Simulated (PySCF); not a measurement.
# Energy of Mn (manganese, neutral) between two integer charges

The 4s beta orbital of [Ar] 3d5 4s2 is emptied in steps (occupation f), with all orbitals relaxed, ending at [Ar] 3d5 4s1. Computed with PySCF 2.14 in def2-TZVPPD (6s6p4d2f1g, 67 functions), with the non-relativistic Hamiltonian (point nucleus). The exact energy is a straight line in f; departures are measured from the line between the end points of the same method.

```csv
f,UHF (eV),LDA (eV),PBE (eV)
1,0.000,0.000,0.000
0.75,0.030,-0.552,-0.523
0.5,0.038,-0.738,-0.698
0.25,0.026,-0.554,-0.520
0,0.000,0.000,0.000
```

Question: For PBE, how does the orbital energy at f = 1 compare with the removal energy?

Answer: −ε = 4.426 eV against a total-energy difference of 7.204 eV. By Janak's theorem ε = ∂E/∂f, so the gap between them reflects the curvature. Along the path −ε is 5.805 (f = 0.75), 7.205 (f = 0.5), 8.629 (f = 0.25) eV.

```json
{"method": "UHF", "E(f=0) − E(f=1) (eV)": "5.978", "−ε at f=1 (eV)": "6.152", "−ε at f=0.5 (eV)": "5.968"}
{"method": "LDA", "E(f=0) − E(f=1) (eV)": "7.521", "−ε at f=1 (eV)": "4.595", "−ε at f=0.5 (eV)": "7.514"}
{"method": "PBE", "E(f=0) − E(f=1) (eV)": "7.204", "−ε at f=1 (eV)": "4.426", "−ε at f=0.5 (eV)": "7.205"}
```

Reference removal energy between the ground levels: 7.434 eV (measured; NIST Atomic Spectra Database, ionization energies). UHF lacks correlation.
